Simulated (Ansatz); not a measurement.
Two isomers of CH5GeNO: A = `O[CH]1[NH][GeH2]1`, B = `[NH2][GeH2][CH]=O`.

Program: Ansatz. Geometries: PBE0-D4/def2-TZVP. ΔE: electronic, gas phase. CCSD(T)/CBS is the MP2 limit (def2-TZVPP, def2-QZVPP) plus CCSD(T) − MP2 in def2-TZVPP, frozen cores. Functionals use def2-TZVPP. B3LYP here is the variant with VWN-RPA as its local correlation; programs differ in this. For Ge outer-core shells are correlated without core-valence functions, which leaves a few kJ/mol of doubt a bond. Scalar relativity is left out up to krypton. Each species was taken in one conformer, which may not be the lowest.

Question: Which isomer does CCSD(T)/CBS put lower? Give the gap. (An estimate is asked.)

Answer: Ansatz gave: B, by 31.4 kcal/mol.

Question: Give E(B) − E(A) in kcal/mol with B3LYP, ωB97M-V, r2SCAN-D4, PBE-D4, HF/def2-TZVPP, CCSD(T)/def2-TZVPP, B2PLYP. (Best estimate.)

Answer: Computed: B3LYP -28.1, ωB97M-V -28.4, r2SCAN-D4 -27.3, PBE-D4 -24.2, HF/def2-TZVPP -36.3, CCSD(T)/def2-TZVPP -33.1, B2PLYP -31.0. None reverses the order clearly.

Largest T1 diagnostic: 0.014.

The D4 term adds +0.8 kcal/mol with B3LYP and +0.4 kcal/mol with PBE0; it sums over pairs of atoms, weighted by their polarisabilities, and B3LYP, whose exchange is more repulsive, gets the larger term. In def2-TZVPP, CCSD(T) changes the Hartree–Fock value by +3.1 kcal/mol (the triples alone add +1.2 kcal/mol) and MP2 by +1.9 kcal/mol.
